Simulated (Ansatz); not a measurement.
One change: `OB[SiH]1C[SiH2]1` becomes `C1[SiH2][SiH2]1`.

Ansatz, PBE0-D4/def2-TZVP geometries, multiplicity 1. Each molecule was computed in one conformer, which needn't be the lowest.

| property | `OB[SiH]1C[SiH2]1` |
| --- | --- |
| LUMO energy (PBE0/def2-TZVPP) / eV | -1.29 |
| HOMO energy (PBE0/def2-TZVPP) / eV | -6.37 |
| LUMO energy (B3LYP/def2-TZVPP) / eV | -1.46 |
| HOMO–LUMO gap (PBE0/def2-TZVPP) / eV | 5.08 |
| size of the dipole moment (B3LYP/def2-TZVPP) / D | 1.74 |
| HOMO–LUMO gap (B3LYP/def2-TZVPP) / eV | 4.71 |

What does the change do to each property? (Estimate.)

Computed: 
```csv
property,`C1[SiH2][SiH2]1`,shift
LUMO energy (PBE0/def2-TZVPP) / eV,-0.15,1.14
HOMO energy (PBE0/def2-TZVPP) / eV,-6.73,-0.36
LUMO energy (B3LYP/def2-TZVPP) / eV,-0.35,1.11
HOMO–LUMO gap (PBE0/def2-TZVPP) / eV,6.57,1.49
size of the dipole moment (B3LYP/def2-TZVPP) / D,0.39,-1.35
HOMO–LUMO gap (B3LYP/def2-TZVPP) / eV,6.18,1.47
```

With PBE0 the HOMO falls by 0.36 eV and the LUMO rises by 1.14 eV, so the gap widens by about 1.50 eV. PBE moves the HOMO by -0.29 eV and ωB97M-V by -0.44 eV. Dipoles are sizes alone; their direction can turn.

B3LYP here is the variant with VWN-RPA as its local correlation; programs differ in this.
